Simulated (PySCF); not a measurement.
Estimate the missing entries of this data sheet.

C4H8Si2.
SMILES: `C#C[SiH2]/C=C\[SiH3]`

Conformer (atom-mapped SMILES and torsion angles): `[CH:1]#[C:2][SiH2:3]/[CH:4]=[CH:5]\[SiH3:6]`: C2–Si3–C4–C5 70°.

```tsv
property	level	value
point group of the GFN2-xTB geometry	GFN2-xTB	C1
rotational constants A, B, C of the GFN2-xTB geometry	GFN2-xTB	3.068, 1.409, 1.106 GHz
dipole moment	CAM-B3LYP/def2-SVPD	?
HOMO energy	CAM-B3LYP/def2-SVPD	?
LUMO energy	CAM-B3LYP/def2-SVPD	?
lowest singlet excitation	TDDFT CAM-B3LYP/def2-SVPD	?
strongest line among the 8 lowest singlet transitions	TDDFT CAM-B3LYP/def2-SVPD	S5 at 6.48 eV (191 nm, f = 0.229)
lowest triplet excitation (Tamm–Dancoff)	TDA CAM-B3LYP/def2-SVPD	3.96 eV
static isotropic polarisability	CAM-B3LYP/def2-SVPD	97.5 au
electronic spatial extent ⟨r²⟩ about the centre of nuclear charge	CAM-B3LYP/def2-SVPD	1113 bohr²
```

Electronic properties: PySCF, gas phase, density fitting.

(1) The LUMO energy?

(2) Give the HOMO energy.

(3) The dipole moment?

(4) What is the lowest singlet excitation?

Results:

(1) -0.06 eV.

(2) -9.27 eV.

(3) 0.56 D.

(4) 5.68 eV (218 nm, f = 0.008).

The polarisability is 14.46 Å³ as a volume (1 au = 0.148185 Å³), or 1.63 au for each of the 60 electrons. No computed singlet falls in the visible range (750 to 380 nm, 1.65 to 3.26 eV); S1 lies 2.42 eV above its blue end. The rotational constants make it an asymmetric top with κ = (2B − A − C)/(A − C) = -0.69, nearer the prolate limit (−1). The vertical singlet–triplet gap S1 − T1 is 1.72 eV (TDDFT singlet less Tamm–Dancoff triplet; S1: HOMO−1→LUMO, weight 0.36, beside HOMO→LUMO, weight 0.33; T1: HOMO→LUMO, weight 0.51, beside HOMO−1→LUMO, weight 0.36). The principal polarisabilities are 80.2, 101.3 and 111.2 au; their mean is the isotropic value.

One conformer stands for the species.
